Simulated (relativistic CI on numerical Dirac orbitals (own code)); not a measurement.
# One change at a time: Ag6+

Base calculation: Dirac-Coulomb-Breit CI, separate exchange-only KLI orbitals for each configuration, a model potential for QED, unscaled Slater integrals.

Configurations in the expansion (outside the closed core [Ar] 3d10): 4s2 4p6 4d5, 4s2 4p6 4d4 5s, 4s2 4p6 4d4 4f, 4s2 4p5 4d6, 4s2 4p6 4d4 5p, 4s2 4p6 4d4 6s, 4s 4p6 4d6, 4s2 4p6 4d4 6p, 4s2 4p6 4d4 5f, 4s2 4p6 4d3 5s 5p, 4s2 4p6 4d3 5s2, 4s2 4p6 4d2 4f 5s2, 4s2 4p6 4d2 5s2 5p, 4s2 4p6 4d2 5s2 6s, 4p6 4d7, 4p5 4d8. Double excitations out of closed p, d and f shells are left out; levels of such configurations are missing from the list, as are those of other unlisted configurations, and high levels can miss mixing partners.

Variants: (1) P86 correlation estimate; (2) non-relativistic limit; (3) one mean potential for all configurations. Shifts of the energy above 4s2 4p6 4d5 6S_5/2, in cm⁻¹, for the lowest level and the first level of each name with at least 55 % of one term (blank where a level changes its place among those of its configuration and J or its character, or is not in the variant):

```tsv
Level	Base	Δ(1)	Δ(2)	Δ(3)	Measured
4s2 4p6 4d5 6S_5/2	0.0	0.0	0.0	0.0	0.0
4s2 4p6 4d5 4G_5/2	34143.6	+1.6	+1218.8	+347.7	29390.0
4s2 4p6 4d5 4G_7/2	34946.4	+1.3	+415.9	+307.9	30378.0
4s2 4p6 4d5 4G_11/2	35178.5	+1.2	+183.9	+297.6	30662.0
4s2 4p6 4d5 4G_9/2	35386.3	+1.2	-23.9	+290.2	30907.0
4s2 4p6 4d5 4P_3/2	38160.7	+4.1	+2284.5	+401.3	32994.0
4s2 4p6 4d5 4P_1/2	39581.2	+4.3	+863.9	+376.9	34605.0
4s2 4p6 4d5 4D_7/2	42281.5	+3.8	+356.2	+365.1	36485.0
4s2 4p6 4d5 4D_1/2	44057.5	+4.2	-1419.7	+326.0	38685.0
4s2 4p6 4d5 4D_5/2	44758.0	+4.2	-2120.3	+341.3	39299.0
4s2 4p6 4d5 4D_3/2	45027.9	+4.2	-2390.2	+317.6	39788.0
4s2 4p6 4d5 2I_11/2	50332.1	+0.2	+1077.1	+447.9	44011.0
4s2 4p6 4d5 2I_13/2	51689.5	+0.1	-280.3	+406.9	45546.0
4s2 4p6 4d5 2D_3/2	55131.6	+5.0	+1214.7	+509.3
```

At this charge configurations can still be misplaced by up to about 7 % of their energy. Terms inside the open d or f shell come out 10 to 20 % too wide with unscaled integrals. 29 of the 69 excited levels that our extract of the measured tables holds in this range could be paired (the sources list more); they are missed by 5210 cm⁻¹ on average and 12423 at most, and levels without a partner can miss by more. Some levels of the ground configuration have no partner and can miss by 10 % or more.

Measured levels: measured levels as listed in Gamrath, thesis, University of Mons (2023).

Ionisation energy from the two ground configurations alone: base 105.84 eV; P86 correlation estimate 107.329 eV. The NIST ASD value (theoretical) is 106 eV.

LS names give the leading component of a level, which can be under half, so a name can repeat, a term be missing and a line seem to break the LS rules.
